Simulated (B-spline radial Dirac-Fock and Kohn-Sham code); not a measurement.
## K emission of Lu³⁺

System: Lu³⁺ in the configuration [Xe] 4f13 6p1 (an excited configuration).

Method: a relativistic independent-particle model: LDA orbitals of the hole state, radiative multipoles to third order, Auger rates from the Coulomb interaction with a continuum orbital, Dirac-Fock energies. Computed with a radial atomic solver.

```
 line  multipole  energy (eV)  width (meV)  share (%)
 K-L1         M1      52431.5         5.74     0.0183
  Kα2         E1      52959.3         9100       29.0
  Kα1         E1      54064.1        16000       50.9
  Kβ3         E1      61040.7         1670       5.33
  Kβ1         E1      61279.5         3250       10.3
Kβ5''         E2      61667.4         33.4      0.107
 Kβ5'         E2      61718.4         42.8      0.136
Kβ2''         E1      62890.8          377       1.20
 Kβ2'         E1      62945.1          733       2.34
 K-N4         E2      63101.5         7.88     0.0251
 K-N5         E2      63111.5         10.0     0.0320
 K-O2         E1      63282.9         57.4      0.183
 K-O3         E1      63290.6          110      0.350
```

The listed lines hold 100.0 % of the radiative rate. The radiative width is 31.4 eV in the length form and 32.1 eV in the velocity form; the two differ because the transition energies are not eigenvalue differences of the potential that gave the orbitals. Kα2/Kα1 is 0.569 and Kβ/Kα is 0.251.
